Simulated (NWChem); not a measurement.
System: C₂H₅FN₂Si; SMILES N[Si@@H]1C=N[C@@H]1F

Here is an NWChem input.

```
start job
memory heap 200 mb stack 900 mb global 1100 mb
geometry units angstroms noautoz
  N      0.796939     1.877310     0.500807
  Si    -0.172489     0.814421    -0.422911
  C     -1.536118    -0.207284     0.410222
  N     -0.981654    -1.359403     0.255828
  C      0.260748    -1.068434    -0.473867
  F      1.353926    -1.452860     0.257729
  H      1.250904     1.603407     1.363354
  H      1.122457     2.767856     0.149499
  H     -0.503134     1.551498    -1.681943
  H     -2.518069    -0.124938     0.900485
  H      0.277256    -1.628508    -1.426320
end
basis spherical
  * library 6-31g*
end
dft
  xc xtpss03 ctpss03
  iterations 200
end
task dft gradient
```

Parts of the log:

```
             Northwest Computational Chemistry Package (NWChem) 7.3.0
             --------------------------------------------------------

 C1  symmetry detected

                             Geometry "geometry" -> ""
                             -------------------------

 Output coordinates in angstroms (scale by  1.889725989 to convert to a.u.)

  No.       Tag          Charge          X              Y              Z
 ---- ---------------- ---------- -------------- -------------- --------------
    1 N                    7.0000     0.70598701     1.93879039     0.48541397
    2 Si                  14.0000    -0.23206691     0.83576981    -0.42352995
    3 C                    6.0000    -1.52407641    -0.25688761     0.43337551
    4 N                    7.0000    -0.91787984    -1.37944742     0.25721865
    5 C                    6.0000     0.29118718    -1.02324449    -0.49905968
    6 F                    9.0000     1.41886551    -1.35845959     0.20381058
    7 H                    1.0000     1.19310759     1.68181433     1.33498519
    8 H                    1.0000     0.97924284     2.84647985     0.13344444
    9 H                    1.0000    -0.62805221     1.56398089    -1.66879076
   10 H                    1.0000    -2.49696945    -0.22591682     0.94707423
   11 H                    1.0000     0.31240354    -1.57560755    -1.45591234

 Effective nuclear repulsion energy (a.u.)     293.9193892765

                                 NWChem DFT Module
                                 -----------------

 Summary of "ao basis" -> "ao basis" (spherical)
 ------------------------------------------------------------------------------
       Tag                 Description            Shells   Functions and Types
 ---------------- ------------------------------  ------  ---------------------
 N                           6-31g*                  6       14   3s2p1d
 Si                          6-31g*                  8       18   4s3p1d
 C                           6-31g*                  6       14   3s2p1d
 F                           6-31g*                  6       14   3s2p1d
 H                           6-31g*                  2        2   2s

            General Information
            -------------------
          SCF calculation type: DFT
          Wavefunction type:  closed shell.
          No. of atoms     :    11
          No. of electrons :    54
           Alpha electrons :    27
            Beta electrons :    27
          Charge           :     0
          Spin multiplicity:     1
          Use of symmetry is: off; symmetry adaption is: off
          Maximum number of iterations: 200
          AO basis - number of functions:    98
                     number of shells:    48
          Convergence on energy requested:  1.00D-06
          Convergence on density requested:  1.00D-05
          Convergence on gradient requested:  5.00D-04

              XC Information
              --------------
                  TPSS metaGGA Exchange Functional  1.000
             TPSS03 metaGGA Correlation Functional  1.000

             Grid Information
             ----------------
          Grid used for XC integration:  medium
          Radial quadrature: Mura-Knowles
          Angular quadrature: Lebedev.
          Tag              B.-S. Rad. Rad. Pts. Rad. Cut. Ang. Pts.
          ---              ---------- --------- --------- ---------
          N                   0.65       49          11.0       434
          Si                  1.10       88           8.0       590
          C                   0.70       49          10.0       434
          F                   0.50       49          11.0       434
          H                   0.35       45          11.0       434
          Grid pruning is: on
          Number of quadrature shells:   558
          Spatial weights used:  Erf1

      Superposition of Atomic Density Guess
      -------------------------------------

 Sum of atomic energies:        -574.58878703

      Non-variational initial energy
      ------------------------------

 Total energy =    -577.393739
 1-e energy   =   -1375.680710
 2-e energy   =     504.367582
 HOMO         =      -0.260283
 LUMO         =      -0.035930

[...]

                         DFT ENERGY GRADIENTS

    atom               coordinates                        gradient
                 x          y          z           x          y          z
   1 N       1.334122   3.663783   0.917299   -0.000509  -0.002381  -0.000628
   2 Si     -0.438543   1.579376  -0.800356    0.003476  -0.000212   0.004395
   3 C      -2.880087  -0.485447   0.818961    0.011459  -0.016728  -0.003937
   4 N      -1.734541  -2.606778   0.486073    0.002929   0.023329  -0.005277
   5 C       0.550264  -1.933652  -0.943086    0.004643  -0.006745   0.020361
   6 F       2.681267  -2.567116   0.385146   -0.016030   0.005812  -0.010635
   7 H       2.254646   3.178168   2.522756   -0.001545   0.000415  -0.002489
   8 H       1.850501   5.379067   0.252173   -0.001193  -0.003009   0.000795
   9 H      -1.186847   2.955495  -3.153557   -0.000697  -0.000353  -0.001337
  10 H      -4.718588  -0.426921   1.789711   -0.002594   0.000387   0.001310
  11 H       0.590357  -2.977467  -2.751275    0.000062  -0.000514  -0.002559
```

Level: TPSS/6-31G* (spherical d). Coordinates come from a PBE0/def2-SVP optimisation.
